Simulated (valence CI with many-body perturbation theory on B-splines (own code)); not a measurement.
# E1 transitions of La51+

Computed by valence CI with perturbative core correlation (CI+MBPT): four valence electrons over a frozen Dirac-Fock core [He], radial functions for each j: 11 s, 11 p, 9 d, 7 f, 5 g, 2 h, 1 i, with the one-electron correlation potential Σ1, the two-electron term Σ2, the three-electron term Σ3, Breit, model QED; selected CI, second order for the rest (own B-spline code, finite nucleus).

No measured spectrum was set against this ion. As an estimate, large intervals hold to a few tenths of a per cent, small ones and those within an open d or f shell to about a per cent. Among the levels kept, up to 270 cm⁻¹ of a level comes from second order outside the variational space, and about a tenth of that is noise between levels of different J, which matters for small intervals.

Lines 51 to 100 of 281 in falling wavelength, among levels below 6665.4 eV, chosen from the strongest by gf and those to the six lowest levels. Wavelengths and rates use the calculated energies. Electric multipoles are in the length gauge, E1 and E2 with the static RPA response of the core. Weak lines are less certain than strong ones. Lines between different terms over intervals too small for the method are left out, as are lines whose strength nearly cancels. The highest levels of a list are the least certain.

Levels are named by their leading jj configuration (3d3/2^4 stands for four electrons in 3d with j = 3/2), which in mixed levels can hold well under half, so a name can repeat and another be missing. Letters in brackets count levels of one name in rising energy.

```tsv
λ vac (nm)	Upper	Lower	A (s⁻¹)	S (a.u.) with core polarisation	S without
6.157	(2s 2p1/2^2 2p3/2) J=2	(2s^2 2p1/2 2p3/2) J=1	1.01e+10	5.84e-03	5.85e-03
6.096	(2s 2p1/2 2p3/2 3p3/2) J=2 [e]	(2s 2p1/2 2p3/2 3s) J=2 [c]	6.13e+10	3.43e-02	3.43e-02
6.030	(2s^2 2p3/2 3p3/2) J=2	(2s^2 2p3/2 3s) J=1	6.70e+10	3.62e-02	3.63e-02
5.959	(2s^2 2p1/2 3p3/2) J=1	(2s^2 2p1/2 3s) J=1	6.49e+10	2.03e-02	2.04e-02
5.889	(2s 2p1/2 2p3/2 3p3/2) J=1 [d]	(2s 2p1/2 2p3/2 3s) J=1 [b]	9.32e+10	2.82e-02	2.82e-02
5.876	(2s^2 2p1/2 3p3/2) J=1	(2s^2 2p1/2 3s) J=0	1.06e+11	3.17e-02	3.17e-02
5.851	(2s 2p1/2^2 3p3/2) J=2	(2s 2p1/2^2 3s) J=1	9.52e+10	4.71e-02	4.71e-02
5.848	(2s^2 2p3/2 3p3/2) J=2	(2s^2 2p3/2 3s) J=2	4.27e+10	2.11e-02	2.11e-02
5.845	(2s 2p1/2 2p3/2 3p3/2) J=2 [a]	(2s 2p1/2 2p3/2 3s) J=2 [a]	7.23e+10	3.56e-02	3.56e-02
5.844	(2s 2p1/2 2p3/2 3p3/2) J=2 [e]	(2s 2p1/2 2p3/2 3s) J=1 [b]	6.03e+10	2.97e-02	2.97e-02
5.755	(2s 2p1/2 2p3/2 3d3/2) J=2 [d]	(2s 2p1/2 2p3/2 3p1/2) J=2 [c]	4.52e+10	2.13e-02	2.13e-02
5.695	(2s 2p1/2 2p3/2 3p3/2) J=3 [b]	(2s 2p1/2 2p3/2 3s) J=3	9.66e+10	6.16e-02	6.17e-02
5.405	(2s 2p1/2 2p3/2 3s) J=2 [c]	(2s^2 2p3/2 3s) J=2	4.86e+10	1.89e-02	1.90e-02
5.282	(2s^2 2p3/2 3p3/2) J=0	(2s^2 2p3/2 3s) J=1	2.38e+11	1.73e-02	1.73e-02
5.035	(2s 2p1/2 2p3/2^2) J=1 [a]	(2s^2 2p3/2^2) J=2	1.30e+10	2.47e-03	2.47e-03
4.967	(2s 2p1/2^2 2p3/2) J=1	(2s^2 2p1/2 2p3/2) J=2	2.72e+10	4.94e-03	4.95e-03
4.834	(2s 2p1/2 2p3/2^2) J=2 [b]	(2s^2 2p3/2^2) J=2	1.45e+10	4.04e-03	4.05e-03
4.772	(2s 2p1/2 2p3/2^2) J=1 [b]	(2s^2 2p3/2^2) J=2	3.08e+09	4.96e-04	4.97e-04
4.663	(2s 2p1/2^2 2p3/2) J=1	(2s^2 2p1/2 2p3/2) J=1	6.00e+09	9.01e-04	9.03e-04
4.393	(2p1/2^2 2p3/2^2) J=2	(2s 2p1/2 2p3/2^2) J=3	7.18e+10	1.50e-02	1.51e-02
2.036	(2s 2p1/2 2p3/2^2) J=2 [a]	(2s^2 2p1/2 2p3/2) J=1	2.69e+11	5.60e-03	5.61e-03
1.970	(2s 2p1/2 2p3/2^2) J=3	(2s^2 2p1/2 2p3/2) J=2	2.51e+11	6.62e-03	6.64e-03
1.891	(2s 2p3/2^3) J=2	(2s^2 2p3/2^2) J=2	9.65e+11	1.61e-02	1.61e-02
1.884	(2s 2p1/2 2p3/2 3d3/2) J=2 [c]	(2s^2 2p1/2 3d3/2) J=2	5.90e+11	9.74e-03	9.76e-03
1.879	(2s 2p1/2 2p3/2 3d5/2) J=3 [c]	(2s^2 2p1/2 3d5/2) J=2	1.00e+12	2.29e-02	2.30e-02
1.876	(2s 2p1/2 2p3/2 3d5/2) J=4 [c]	(2s^2 2p1/2 3d5/2) J=3	9.07e+11	2.66e-02	2.66e-02
1.873	(2p1/2 2p3/2^3) J=1	(2s 2p1/2 2p3/2^2) J=1 [a]	1.02e+12	9.89e-03	9.90e-03
1.873	(2p1/2^2 2p3/2^2) J=2	(2s 2p1/2^2 2p3/2) J=1	7.69e+11	1.25e-02	1.25e-02
1.869	(2s 2p1/2 2p3/2 3p3/2) J=3 [c]	(2s^2 2p1/2 3p3/2) J=2	1.00e+12	2.27e-02	2.27e-02
1.856	(2p3/2^4) J=0	(2s 2p3/2^3) J=1	3.78e+12	1.19e-02	1.20e-02
1.855	(2p1/2 2p3/2^3) J=2	(2s 2p1/2 2p3/2^2) J=2 [b]	1.63e+12	2.57e-02	2.57e-02
1.850	(2s 2p1/2 2p3/2 3d3/2) J=3 [c]	(2s^2 2p1/2 3d3/2) J=2	7.50e+11	1.64e-02	1.64e-02
1.847	(2s 2p1/2 2p3/2 3p1/2) J=1 [c]	(2s^2 2p1/2 3p1/2) J=0	1.15e+12	1.07e-02	1.07e-02
1.845	(2s 2p1/2 2p3/2 3p3/2) J=2 [d]	(2s^2 2p1/2 3p3/2) J=2	1.03e+12	1.59e-02	1.60e-02
1.845	(2s 2p1/2 2p3/2 3p1/2) J=2 [c]	(2s^2 2p1/2 3p1/2) J=1	1.02e+12	1.58e-02	1.59e-02
1.844	(2s 2p1/2 2p3/2 3d3/2) J=2 [d]	(2s^2 2p1/2 3d3/2) J=1	9.12e+11	1.41e-02	1.41e-02
1.843	(2s 2p1/2 2p3/2 3p1/2) J=1 [b]	(2s^2 2p1/2 3p1/2) J=1	1.00e+12	9.30e-03	9.32e-03
1.843	(2s 2p1/2 2p3/2 3d3/2) J=1 [d]	(2s^2 2p1/2 3d3/2) J=1	8.48e+11	7.86e-03	7.87e-03
1.840	(2s 2p1/2 2p3/2 3s) J=1 [b]	(2s^2 2p1/2 3s) J=0	9.43e+11	8.70e-03	8.71e-03
1.839	(2s 2p1/2 2p3/2 3s) J=1 [c]	(2s^2 2p1/2 3s) J=1	1.02e+12	9.43e-03	9.45e-03
1.837	(2s 2p1/2 2p3/2 3p3/2) J=2 [e]	(2s^2 2p1/2 3p3/2) J=1	6.91e+11	1.06e-02	1.06e-02
1.833	(2s 2p1/2 2p3/2 3d3/2) J=1 [c]	(2s^2 2p1/2 3d3/2) J=2	1.27e+12	1.16e-02	1.16e-02
1.824	(2s 2p1/2 2p3/2 3s) J=2 [c]	(2s^2 2p1/2 3s) J=1	8.29e+11	1.24e-02	1.24e-02
1.823	(2s 2p1/2 2p3/2 3p3/2) J=2 [c]	(2s 2p1/2^2 3s) J=1	7.18e+11	1.07e-02	1.08e-02
1.823	(2p1/2^2 2p3/2 3p1/2) J=2	(2s 2p1/2^2 3p1/2) J=1	7.14e+11	1.07e-02	1.07e-02
1.822	(2s 2p1/2 2p3/2 3p3/2) J=1 [d]	(2s^2 2p1/2 3p3/2) J=2	7.26e+11	6.51e-03	6.52e-03
1.819	(2s 2p1/2 2p3/2 3d5/2) J=2 [b]	(2s^2 2p1/2 3d3/2) J=2	5.40e+11	8.02e-03	8.03e-03
1.808	(2s 2p1/2 2p3/2^2) J=1 [a]	(2s^2 2p1/2 2p3/2) J=2	7.43e+10	6.50e-04	6.51e-04
1.807	(2s 2p1/2 2p3/2^2) J=0	(2s^2 2p1/2 2p3/2) J=1	1.03e+12	2.99e-03	2.99e-03
1.792	(2s 2p1/2^2 2p3/2) J=1	(2s^2 2p1/2^2) J=0	1.23e+12	1.05e-02	1.05e-02
```
